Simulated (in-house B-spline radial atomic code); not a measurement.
Values are calculated unless marked as measured or tabulated.
# Extrapolating the RPA correlation energy in partial waves: Ba III (Ba2+)

All-electron RPA on PBE orbitals from an all-electron radial atomic-structure program (B-spline basis), scalar-relativistic (spin-free one-electron X2C), finite nucleus, configuration [Kr] 4d10 5s2 5p6. Spin-orbit coupling, left out, splits p levels strongly here. With empty states up to angular momentum L the sums are:

| L | E_c(L) (hartree) |
| --- | --- |
| 4 | -3.652512 |
| 5 | -3.964186 |
| 6 | -4.117504 |
| 7 | -4.199249 |
| 8 | -4.243915 |

For large l each further wave adds A/(l + 1/2)⁴, because the basis must build the cusp where two electrons meet.

(1) Estimate the limit from L = 7 and L = 8.

(2) How good is the estimate?

Answers

(1) Wave 8 adds -0.044666, against a sum of (l + 1/2)⁻⁴ of 1.91569e-04, so A = -233.16. The sum over l > 8 is ζ(4, 9.5) = 4.5445e-04, close to 1/(3 × 9³) = 4.5725e-04. The tail is -0.105960 and the limit -4.34988 hartree.

(2) A run to L = 11 sums to -4.29771 and extrapolates to -4.33421 hartree, 2.82 millihartree from the run before, so it has not settled and is itself too deep. The estimate differs from that by -15.67 millihartree, while the bare sum at L = 8 misses 90.3 millihartree (2.1 %).
